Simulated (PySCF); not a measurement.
**Radial density of Er (erbium, neutral)**

r2SCAN, [Xe] 4f12 6s1 6p1, one real determinant (an excited configuration). All numbers are calculated (PySCF 2.14, scalar relativity by spin-free X2C-1e, in ANO-RCC-VTZP).

```json
{"r (bohr)": "0.0197", "4πr²ρ (e/bohr)": "85.60", "4πr²(ρα − ρβ)": "0.0030"}
{"r (bohr)": "0.0331", "4πr²ρ (e/bohr)": "85.09", "4πr²(ρα − ρβ)": "0.0074"}
{"r (bohr)": "0.0557", "4πr²ρ (e/bohr)": "120.0", "4πr²(ρα − ρβ)": "0.0132"}
{"r (bohr)": "0.0936", "4πr²ρ (e/bohr)": "99.70", "4πr²(ρα − ρβ)": "0.0172"}
{"r (bohr)": "0.157", "4πr²ρ (e/bohr)": "106.7", "4πr²(ρα − ρβ)": "0.2185"}
{"r (bohr)": "0.265", "4πr²ρ (e/bohr)": "66.83", "4πr²(ρα − ρβ)": "1.1287"}
{"r (bohr)": "0.445", "4πr²ρ (e/bohr)": "59.25", "4πr²(ρα − ρβ)": "2.6176"}
{"r (bohr)": "0.749", "4πr²ρ (e/bohr)": "30.82", "4πr²(ρα − ρβ)": "2.0225"}
{"r (bohr)": "1.26", "4πr²ρ (e/bohr)": "11.86", "4πr²(ρα − ρβ)": "0.6579"}
{"r (bohr)": "2.12", "4πr²ρ (e/bohr)": "2.667", "4πr²(ρα − ρβ)": "0.1752"}
{"r (bohr)": "3.57", "4πr²ρ (e/bohr)": "0.5918", "4πr²(ρα − ρβ)": "0.5113"}
{"r (bohr)": "6.00", "4πr²ρ (e/bohr)": "0.2356", "4πr²(ρα − ρβ)": "0.2350"}
{"r (bohr)": "10.1", "4πr²ρ (e/bohr)": "0.02430", "4πr²(ρα − ρβ)": "0.0243"}
{"r (bohr)": "17.0", "4πr²ρ (e/bohr)": "0.0004712", "4πr²(ρα − ρβ)": "0.0005"}
```

Densities and radii are taken from the X2C orbitals without a picture-change correction, which distorts them close to the nucleus.

⟨L²⟩ = 26.04 against 42 for a pure I term, so this real determinant mixes terms. Spin-orbit coupling, absent here, splits the open shell strongly.
